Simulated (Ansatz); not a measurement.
Level of theory: frozen-core CCSD(T)/cc-pVQZ // PBE0-D3(BJ)/def2-TZVP (Ansatz, a program for electronic structure).

Ansatz 0.2 input:
```yaml
crystal:
  periodic: [false, false, false]
  atoms:
    - { symbol: Al, position_ang: [0.0, 0.000007, 0.112538] }
    - { symbol: H, position_ang: [-1.286784, -0.790289, 0.596635] }
    - { symbol: H, position_ang: [-0.127127, 1.508235, -0.360576] }
    - { symbol: H, position_ang: [1.413912, -0.717954, 0.101615] }
basis:
  gaussian: { orbitals: cc-pVQZ }
correlation:
  method: ccsd_t
```

Output:

```
Functional definition: HF
858 factors; integrals over basis functions are off by at most 8.2e-4 eV
mean field evaluation 1: about -6629.5501 eV, gradient 8.8e0 eV
mean field evaluation 2: about -6629.5503 eV, gradient 8.8e0 eV
mean field evaluation 4: about -6629.9999 eV, gradient 2.8e-1 eV
mean field evaluation 8: about -6630.0000 eV, gradient 3.5e-4 eV
mean field -6630.00002110 eV, -243.6480068000 hartree, gradient 1.7e-6 eV, S^2 0.000000; 0 other end points of the search recorded, 0 dependent functions left out
5 core orbitals not correlated
reference -6630.00002110 eV, -243.6480068000 hartree; 3, 3 occupied and 141, 141 virtual orbitals, 858 factors
second order -2.72255008 eV of doubles, -0.00000000 eV of singles
cycle   1  -3.12869562 eV  change   -4.1e-1 eV  update   5.0e-2
cycle   2  -3.31482547 eV  change   -1.9e-1 eV  update   1.8e-2
cycle   3  -3.31712140 eV  change   -2.3e-3 eV  update   3.5e-3
cycle   4  -3.31711521 eV  change    6.2e-6 eV  update   1.2e-3
cycle   5  -3.31704225 eV  change    7.3e-5 eV  update   3.5e-4
cycle   6  -3.31694157 eV  change    1.0e-4 eV  update   8.4e-5
cycle   7  -3.31696220 eV  change   -2.1e-5 eV  update   2.2e-5
cycle   8  -3.31697087 eV  change   -8.7e-6 eV  update   6.0e-6
cycle   9  -3.31696915 eV  change    1.7e-6 eV  update   1.8e-6
perturbative correction -0.04760583 eV, -0.0017494821 hartree
Total energy: -6633.36459608 eV, -243.7716526501 hartree
```

Cost: around 12 core-seconds (rough).
